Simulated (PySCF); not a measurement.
Computed vibrations of [Dy(SH)2]+

[Dy(SH)2]+ (singlet in the valence; each metal's 4f electrons, 9 of them, lie in its core potential, out of spins and levels). PySCF 2.14.0, RKS BP86, Dy lcecp-1-SVP with ECP55, S def2-SVP, H def2-SVP; non-relativistic Hamiltonian with scalar-relativistic core potentials where named; density fitting; no spin-orbit coupling. Central differences of gradients.

```xyz
5

Dy   -0.1909   -0.3570    0.1013
S     0.4574    1.4156    1.7310
H     1.0168    2.2942    0.8438
S     0.4574    0.2951   -2.2165
H     1.0168    1.5087   -1.9233
```

Run from Python with OMP_NUM_THREADS=2. Where DIIS fails, smearing, a level shift and second-order steps follow.
It took 34 s on 2 threads of Arm Neoverse V1 (shared host).

Problem. What are the harmonic wavenumbers and infrared intensities?

Solution. Modes are labelled in C2v; negative numbers are unstable modes, those under 60 cm⁻¹ near the noise; a finer grid moves soft modes by up to 10 cm⁻¹.
```
cm⁻¹  km/mol  symmetry
  95     4.8        a1
 150     0.0        a2
 178    45.2        b1
 283     3.3        b2
 343    15.0        a1
 360    59.0        b2
 417    50.9        a1
2580     2.9        b2
2588    25.8        a1
```

Problem. Is this a minimum?

Solution. Yes. Ideal gas at 298.15 K and 1 bar: S = 357.2 J/(mol K), Cp = 83.5 J/(mol K), H − H(0 K) = 18.9 kJ/mol (rigid rotor, harmonic modes, spin degeneracy alone, that of the 4f electrons in the core included).

An lcecp potential fixes the number of 4f electrons, so in runs with it no electron can move into or out of that shell.
